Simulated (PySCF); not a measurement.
C$_{3}$H$_{7}$NO, charge -1, doublet, at a GFN2-xTB geometry (a state made from the parent by changing its charge; the spin is typed, not shown lowest) (in this run its highest filled SCF level lies above zero, so its values depend strongly on the basis, on diffuse functions most of all); PySCF with B3LYP/3-21G.

PySCF was given this input:
```python
from pyscf import gto, scf, dft

mol = gto.M(
    atom='''
C     1.679479   -0.163259    0.407148
N     0.251182   -0.035565    0.480906
C    -0.420543   -1.299908    0.394358
C    -0.278677    0.954589   -0.520466
O    -1.514942    0.849418   -0.895687
H     2.125461    0.833069    0.422371
H     2.053228   -0.726758    1.275023
H     2.038720   -0.683791   -0.508092
H    -1.456064   -1.076228    0.130801
H     0.001265   -1.970155   -0.381909
H    -0.379225   -1.829280    1.357922
H     0.096323    1.958219   -0.183199
''',
    basis='3-21g',
    charge=-1,
    spin=1,
    verbose=4,
)

mf = dft.UKS(mol)
mf.xc = 'b3lyp'
mf.level_shift = 0.5
mf.max_cycle = 100
mf.kernel()
mf.analyze()
```

The log (banner, timings and long lists left out):

```
PySCF version 2.14.0

[INPUT] verbose = 4
[INPUT] num. atoms = 12
[INPUT] num. electrons = 41
[INPUT] charge = -1
[INPUT] spin (= nelec alpha-beta = 2S) = 1
[INPUT] symmetry False subgroup None
[INPUT] Mole.unit = angstrom
[INPUT] Symbol           X                Y                Z      unit          X                Y                Z       unit  Magmom
[INPUT]  1 C      1.679479000000  -0.163259000000   0.407148000000 AA    3.173755341958  -0.308514797370   0.769398212164 Bohr   0.0
[INPUT]  2 N      0.251182000000  -0.035565000000   0.480906000000 AA    0.474665187421  -0.067208109620   0.908780631660 Bohr   0.0
[INPUT]  3 C     -0.420543000000  -1.299908000000   0.394358000000 AA   -0.794711093603  -2.456470107131   0.745228615031 Bohr   0.0
[INPUT]  4 C     -0.278677000000   0.954589000000  -0.520466000000 AA   -0.526623207215   1.803911771522  -0.983538197148 Bohr   0.0
[INPUT]  5 O     -1.514942000000   0.849418000000  -0.895687000000 AA   -2.862825474601   1.605167385276  -1.692603123333 Bohr   0.0
[INPUT]  6 H      2.125461000000   0.833069000000   0.422371000000 AA    4.016539178444   1.574272252865   0.798165512959 Bohr   0.0
[INPUT]  7 H      2.053228000000  -0.726758000000   1.275023000000 AA    3.880038591288  -1.373373578837   2.409444272521 Bohr   0.0
[INPUT]  8 H      2.038720000000  -0.683791000000  -0.508092000000 AA    3.852622444673  -1.292177716442  -0.960154726083 Bohr   0.0
[INPUT]  9 H     -1.456064000000  -1.076228000000   0.130801000000 AA   -2.751562179839  -2.033776167588   0.247178066819 Bohr   0.0
[INPUT] 10 H      0.001265000000  -1.970155000000  -0.381909000000 AA    0.002390503548  -3.723053372942  -0.721703414507 Bohr   0.0
[INPUT] 11 H     -0.379225000000  -1.829280000000   1.357922000000 AA   -0.716631389588  -3.456838205144   2.566100678522 Bohr   0.0
[INPUT] 12 H      0.096323000000   1.958219000000  -0.183199000000 AA    0.182024089496   3.700497601920  -0.346195936294 Bohr   0.0

nuclear repulsion = 179.245850042652
number of shells = 39
number of NR pGTOs = 96
number of NR cGTOs = 59
basis = 3-21g
ecp = {}

******** <class 'pyscf.dft.uks.UKS'> ********
method = UKS
initial guess = minao
damping factor = 0
level_shift factor = 0.5
DIIS = <class 'pyscf.scf.diis.CDIIS'>
diis_start_cycle = 1
diis_space = 8
diis_damp = 0
SCF conv_tol = 1e-09
SCF conv_tol_grad = None
SCF max_cycles = 100
direct_scf = True
direct_scf_tol = 1e-13
number electrons alpha = 21  beta = 20
XC library pyscf.dft.libxc version 7.1.2
    S. Lehtola, C. Steigemann, M. J. T. Oliveira, and M. A. L. Marques,  SoftwareX 7, 1–5 (2018)
XC functionals = b3lyp
    P. J. Stephens, F. J. Devlin, C. F. Chabalowski, and M. J. Frisch,  J. Phys. Chem. 98, 11623 (1994)
radial grids:
    Treutler-Ahlrichs [JCP 102, 346 (1995); DOI:10.1063/1.469408] (M4) radial grids

becke partition: Becke, JCP 88, 2547 (1988); DOI:10.1063/1.454033
pruning grids: <function nwchem_prune>
grids dens level: 3
symmetrized grids: False
atomic radii adjust function: <function treutler_atomic_radii_adjust>
small_rho_cutoff = 0
Set gradient conv threshold to 3.16228e-05
tot grids = 139000
init E= -247.300675200568

cycle= 1 E= -246.826121648643  delta_E= 0.475  |g|= 0.686  |ddm|= 2.31
cycle= 2 E= -246.95623543582  delta_E= -0.13  |g|= 0.531  |ddm|= 1.16
cycle= 3 E= -247.030815994892  delta_E= -0.0746  |g|= 0.198  |ddm|= 0.273
cycle= 4 E= -247.044219776763  delta_E= -0.0134  |g|= 0.0611  |ddm|= 0.15
cycle= 5 E= -247.046098576819  delta_E= -0.00188  |g|= 0.018  |ddm|= 0.0857
cycle= 6 E= -247.046455945377  delta_E= -0.000357  |g|= 0.00894  |ddm|= 0.0406
cycle= 7 E= -247.046600695462  delta_E= -0.000145  |g|= 0.00617  |ddm|= 0.0276
cycle= 8 E= -247.046676694963  delta_E= -7.6e-05  |g|= 0.00396  |ddm|= 0.021
cycle= 9 E= -247.046713168176  delta_E= -3.65e-05  |g|= 0.00246  |ddm|= 0.016
cycle= 10 E= -247.046729458158  delta_E= -1.63e-05  |g|= 0.00179  |ddm|= 0.0112
cycle= 11 E= -247.046737307222  delta_E= -7.85e-06  |g|= 0.00131  |ddm|= 0.00828
cycle= 12 E= -247.046741172776  delta_E= -3.87e-06  |g|= 0.000968  |ddm|= 0.0062
cycle= 13 E= -247.046743099108  delta_E= -1.93e-06  |g|= 0.000687  |ddm|= 0.00456
cycle= 14 E= -247.046744080326  delta_E= -9.81e-07  |g|= 0.000486  |ddm|= 0.00343
cycle= 15 E= -247.046744602106  delta_E= -5.22e-07  |g|= 0.000364  |ddm|= 0.00265
cycle= 16 E= -247.04674489136  delta_E= -2.89e-07  |g|= 0.000275  |ddm|= 0.00207
cycle= 17 E= -247.046745062022  delta_E= -1.71e-07  |g|= 0.000211  |ddm|= 0.00169
cycle= 18 E= -247.046745164768  delta_E= -1.03e-07  |g|= 0.00016  |ddm|= 0.00136
cycle= 19 E= -247.046745224246  delta_E= -5.95e-08  |g|= 0.000127  |ddm|= 0.00106
cycle= 20 E= -247.046745260319  delta_E= -3.61e-08  |g|= 9.69e-05  |ddm|= 0.000847
cycle= 21 E= -247.046745281815  delta_E= -2.15e-08  |g|= 7.77e-05  |ddm|= 0.000664
cycle= 22 E= -247.046745295294  delta_E= -1.35e-08  |g|= 5.85e-05  |ddm|= 0.000532
cycle= 23 E= -247.046745303437  delta_E= -8.14e-09  |g|= 4.67e-05  |ddm|= 0.000417
cycle= 24 E= -247.046745308543  delta_E= -5.11e-09  |g|= 3.63e-05  |ddm|= 0.000333
cycle= 25 E= -247.046745311744  delta_E= -3.2e-09  |g|= 2.8e-05  |ddm|= 0.000265
cycle= 26 E= -247.046745313653  delta_E= -1.91e-09  |g|= 2.29e-05  |ddm|= 0.000205
cycle= 27 E= -247.046745314854  delta_E= -1.2e-09  |g|= 1.79e-05  |ddm|= 0.000163
cycle= 28 E= -247.046745315608  delta_E= -7.54e-10  |g|= 1.38e-05  |ddm|= 0.000131
Extra cycle  E= -247.04674531662  delta_E= -1.01e-09  |g|= 1.42e-05  |ddm|= 0.000385
converged SCF energy = -247.04674531662  <S^2> = 0.75229671  2S+1 = 2.0022954
**** SCF Summaries ****
Total Energy =                        -247.046745316620388
Nuclear Repulsion Energy =             179.245850042652307
One-electron Energy =                 -699.345062923578098
Two-electron Energy =                  273.052467564305402
Two-electron Coulomb Energy =          307.646684868931800
DFT Exchange-Correlation Energy =      -34.594217304626390
**** MO energy ****
                             alpha | beta                alpha | beta
MO #1   energy= -18.704762692655   | -18.6956623463296  occ= 1 | 1
MO #2   energy= -14.0215671413456  | -14.0202811641718  occ= 1 | 1
MO #3   energy= -9.95821680095839  | -9.95788514726234  occ= 1 | 1
MO #4   energy= -9.94012513166396  | -9.94016563856596  occ= 1 | 1
MO #5   energy= -9.89966879504425  | -9.89093821727582  occ= 1 | 1
MO #6   energy= -0.734520526601851 | -0.724029530474032 occ= 1 | 1
MO #7   energy= -0.682469506578621 | -0.669440293759032 occ= 1 | 1
MO #8   energy= -0.517829867603229 | -0.51716801379134  occ= 1 | 1
MO #9   energy= -0.443833439214576 | -0.439024139572826 occ= 1 | 1
MO #10  energy= -0.334072816370834 | -0.323647685113944 occ= 1 | 1
MO #11  energy= -0.270419362496527 | -0.26765778836146  occ= 1 | 1
MO #12  energy= -0.261144161862725 | -0.258657199092561 occ= 1 | 1
MO #13  energy= -0.242936934074893 | -0.237072174415482 occ= 1 | 1
MO #14  energy= -0.208088064004079 | -0.207534919961214 occ= 1 | 1
MO #15  energy= -0.173971304748044 | -0.172931480805155 occ= 1 | 1
MO #16  energy= -0.151455466607462 | -0.145597141904544 occ= 1 | 1
MO #17  energy= -0.121930274639241 | -0.101903184837529 occ= 1 | 1
MO #18  energy= -0.0836046138753073 | -0.0457114782273438 occ= 1 | 1
MO #19  energy= -0.00651865489271897 | 0.0184216525943244 occ= 1 | 1
MO #20  energy= 0.0301972454191684 | 0.0415659604669809 occ= 1 | 1
MO #21  energy= 0.153353030664616  | 0.271328438995524  occ= 1 | 0
MO #22  energy= 0.293730105060266  | 0.302362357066564  occ= 0 | 0
MO #23  energy= 0.337740119522465  | 0.338462634059604  occ= 0 | 0
MO #24  energy= 0.344862015122909  | 0.346568525081369  occ= 0 | 0
MO #25  energy= 0.357831099678588  | 0.360048278897456  occ= 0 | 0
MO #26  energy= 0.367434596683933  | 0.371437413570534  occ= 0 | 0
MO #27  energy= 0.38448588858866   | 0.389651266656806  occ= 0 | 0
MO #28  energy= 0.403965355048413  | 0.406894814538864  occ= 0 | 0
MO #29  energy= 0.433591154523247  | 0.442242969679887  occ= 0 | 0

To work with the spin densities directly, `use mulliken_meta_spin()` only printing them here.

 ** Mulliken spin pop alpha/beta on meta-lowdin orthogonal AOs **
 ** Mulliken Spin Density (per AO)  **
spin_pop of  0 C 1s        0.00000
spin_pop of  0 C 2s        0.00399
spin_pop of  0 C 3s        0.00001
spin_pop of  0 C 2px      -0.00163
spin_pop of  0 C 2py       0.00325
spin_pop of  0 C 2pz       0.00008
spin_pop of  0 C 3px       0.00080
spin_pop of  0 C 3py       0.00102
spin_pop of  0 C 3pz      -0.00005
spin_pop of  1 N 1s       -0.00000
spin_pop of  1 N 2s       -0.00167
spin_pop of  1 N 3s       -0.00006
spin_pop of  1 N 2px      -0.00073
spin_pop of  1 N 2py      -0.00361
spin_pop of  1 N 2pz       0.05085
spin_pop of  1 N 3px       0.00002
spin_pop of  1 N 3py      -0.00005
spin_pop of  1 N 3pz       0.00053
spin_pop of  2 C 1s        0.00000
spin_pop of  2 C 2s        0.00022
spin_pop of  2 C 3s        0.00006
spin_pop of  2 C 2px      -0.00164
spin_pop of  2 C 2py      -0.00019
spin_pop of  2 C 2pz       0.00062
spin_pop of  2 C 3px      -0.00006
spin_pop of  2 C 3py       0.00061
spin_pop of  2 C 3pz       0.00042
spin_pop of  3 C 1s       -0.00001
spin_pop of  3 C 2s        0.09590
spin_pop of  3 C 3s        0.00478
spin_pop of  3 C 2px       0.15210
spin_pop of  3 C 2py       0.02377
spin_pop of  3 C 2pz       0.26875
spin_pop of  3 C 3px       0.00239
spin_pop of  3 C 3py      -0.00018
spin_pop of  3 C 3pz      -0.00040
spin_pop of  4 O 1s       -0.00000
spin_pop of  4 O 2s        0.00521
spin_pop of  4 O 3s       -0.00003
spin_pop of  4 O 2px       0.05035
spin_pop of  4 O 2py       0.02831
spin_pop of  4 O 2pz       0.25859
spin_pop of  4 O 3px       0.00016
spin_pop of  4 O 3py      -0.00007
spin_pop of  4 O 3pz       0.00083
spin_pop of  5 H 1s       -0.00030
spin_pop of  5 H 2s       -0.00006
spin_pop of  6 H 1s       -0.00112
spin_pop of  6 H 2s        0.00073
spin_pop of  7 H 1s        0.01063
spin_pop of  7 H 2s        0.00387
spin_pop of  8 H 1s        0.00016
spin_pop of  8 H 2s        0.00015
spin_pop of  9 H 1s        0.01181
spin_pop of  9 H 2s        0.00200
spin_pop of  10 H 1s        0.00086
spin_pop of  10 H 2s       -0.00001
spin_pop of  11 H 1s        0.02649
spin_pop of  11 H 2s        0.00157
 ** Mulliken Spin Density (per atom)  **
spin density of  0 C =      0.00746
spin density of  1 N =      0.04527
spin density of  2 C =      0.00004
spin density of  3 C =      0.54710
spin density of  4 O =      0.34335
spin density of  5 H =     -0.00037
spin density of  6 H =     -0.00039
spin density of  7 H =      0.01450
spin density of  8 H =      0.00030
spin density of  9 H =      0.01381
spin density of  10 H =      0.00085
spin density of  11 H =      0.02806
 ** Mulliken pop alpha/beta on meta-lowdin orthogonal AOs **
 ** Mulliken pop       alpha | beta **
In total            21.00000 | 20.00000
 ** Mulliken atomic charges   ( Nelec_alpha | Nelec_beta ) **
charge of  0C =     -0.16957  (     3.08852      3.08105 )
charge of  1N =     -0.26022  (     3.65275      3.60747 )
charge of  2C =     -0.19249  (     3.09626      3.09623 )
charge of  3C =     -0.09463  (     3.32087      2.77376 )
charge of  4O =     -0.57536  (     4.45935      4.11601 )
charge of  5H =      0.07544  (     0.46210      0.46246 )
charge of  6H =      0.05027  (     0.47467      0.47506 )
charge of  7H =      0.02591  (     0.49430      0.47979 )
charge of  8H =      0.10135  (     0.44948      0.44917 )
charge of  9H =      0.02578  (     0.49402      0.48020 )
charge of  10H =      0.04603  (     0.47741      0.47656 )
charge of  11H =     -0.03251  (     0.53029      0.50223 )

WARN: System has nonzero charge -1; the dipole moment is origin-dependent.
Location of origin: [0. 0. 0.]

Dipole moment(X, Y, Z, Debye):  3.04005, -2.66216,  2.14301
```
